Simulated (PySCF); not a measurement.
C₉H₆O₂S, SMILES O=C(c1ccsc1)c1ccco1, singlet, GFN2-xTB optimised geometry.

```
18

O     -0.88    -1.90    -0.39
C     -0.35    -0.86    -0.04
C     -1.11     0.40     0.00
C     -2.53     0.40     0.00
C     -3.06     1.65     0.02
S     -1.83     2.86     0.01
C     -0.60     1.67     0.00
C      1.05    -0.85     0.36
C      1.96    -1.88     0.30
C      3.16    -1.39     0.84
C      2.91    -0.10     1.20
O      1.65     0.24     0.92
H     -3.11    -0.51     0.00
H     -4.09     1.94     0.03
H      0.42     1.99    -0.03
H      1.76    -2.86    -0.09
H      4.09    -1.92     0.94
H      3.53     0.65     1.65
```

Density from PySCF 2.14.0 with CAM-B3LYP/def2-SVP at that geometry.

Minimum of the electron density along straight lines between bonded atoms, close to the bond critical point (lines longer than 1.1 times the sum of covalent radii, or with two minima, are not listed):

```json
[
 {"bond": "O1–C2", "length / Å": "1.219", "ρ at the minimum / e bohr⁻³": "0.404", "∇²ρ there / e bohr⁻⁵": "0.22", "position (fraction from the first atom)": "0.67"},
 {"bond": "C2–C3", "length / Å": "1.473", "ρ at the minimum / e bohr⁻³": "0.275", "∇²ρ there / e bohr⁻⁵": "-0.69", "position (fraction from the first atom)": "0.51"},
 {"bond": "C3–C4", "length / Å": "1.426", "ρ at the minimum / e bohr⁻³": "0.292", "∇²ρ there / e bohr⁻⁵": "-0.72", "position (fraction from the first atom)": "0.50"},
 {"bond": "C4–C5", "length / Å": "1.351", "ρ at the minimum / e bohr⁻³": "0.330", "∇²ρ there / e bohr⁻⁵": "-0.86", "position (fraction from the first atom)": "0.49"},
 {"bond": "C5–S6", "length / Å": "1.725", "ρ at the minimum / e bohr⁻³": "0.216", "∇²ρ there / e bohr⁻⁵": "-0.47", "position (fraction from the first atom)": "0.47"},
 {"bond": "C3–C7", "length / Å": "1.368", "ρ at the minimum / e bohr⁻³": "0.319", "∇²ρ there / e bohr⁻⁵": "-0.80", "position (fraction from the first atom)": "0.49"},
 {"bond": "S6–C7", "length / Å": "1.710", "ρ at the minimum / e bohr⁻³": "0.222", "∇²ρ there / e bohr⁻⁵": "-0.52", "position (fraction from the first atom)": "0.52"},
 {"bond": "C2–C8", "length / Å": "1.464", "ρ at the minimum / e bohr⁻³": "0.280", "∇²ρ there / e bohr⁻⁵": "-0.72", "position (fraction from the first atom)": "0.49"},
 {"bond": "C8–C9", "length / Å": "1.378", "ρ at the minimum / e bohr⁻³": "0.321", "∇²ρ there / e bohr⁻⁵": "-0.82", "position (fraction from the first atom)": "0.51"},
 {"bond": "C9–C10", "length / Å": "1.407", "ρ at the minimum / e bohr⁻³": "0.299", "∇²ρ there / e bohr⁻⁵": "-0.73", "position (fraction from the first atom)": "0.50"},
 {"bond": "C10–C11", "length / Å": "1.365", "ρ at the minimum / e bohr⁻³": "0.327", "∇²ρ there / e bohr⁻⁵": "-0.85", "position (fraction from the first atom)": "0.48"},
 {"bond": "C8–O12", "length / Å": "1.355", "ρ at the minimum / e bohr⁻³": "0.282", "∇²ρ there / e bohr⁻⁵": "0.05", "position (fraction from the first atom)": "0.33"},
 {"bond": "C11–O12", "length / Å": "1.336", "ρ at the minimum / e bohr⁻³": "0.294", "∇²ρ there / e bohr⁻⁵": "0.12", "position (fraction from the first atom)": "0.33"},
 {"bond": "C4–H13", "length / Å": "1.074", "ρ at the minimum / e bohr⁻³": "0.287", "∇²ρ there / e bohr⁻⁵": "-1.14", "position (fraction from the first atom)": "0.65"},
 {"bond": "C5–H14", "length / Å": "1.072", "ρ at the minimum / e bohr⁻³": "0.287", "∇²ρ there / e bohr⁻⁵": "-1.14", "position (fraction from the first atom)": "0.65"},
 {"bond": "C7–H15", "length / Å": "1.071", "ρ at the minimum / e bohr⁻³": "0.289", "∇²ρ there / e bohr⁻⁵": "-1.17", "position (fraction from the first atom)": "0.66"},
 {"bond": "C9–H16", "length / Å": "1.070", "ρ at the minimum / e bohr⁻³": "0.289", "∇²ρ there / e bohr⁻⁵": "-1.17", "position (fraction from the first atom)": "0.65"},
 {"bond": "C10–H17", "length / Å": "1.070", "ρ at the minimum / e bohr⁻³": "0.286", "∇²ρ there / e bohr⁻⁵": "-1.13", "position (fraction from the first atom)": "0.64"},
 {"bond": "C11–H18", "length / Å": "1.073", "ρ at the minimum / e bohr⁻³": "0.292", "∇²ρ there / e bohr⁻⁵": "-1.20", "position (fraction from the first atom)": "0.65"}
]
```
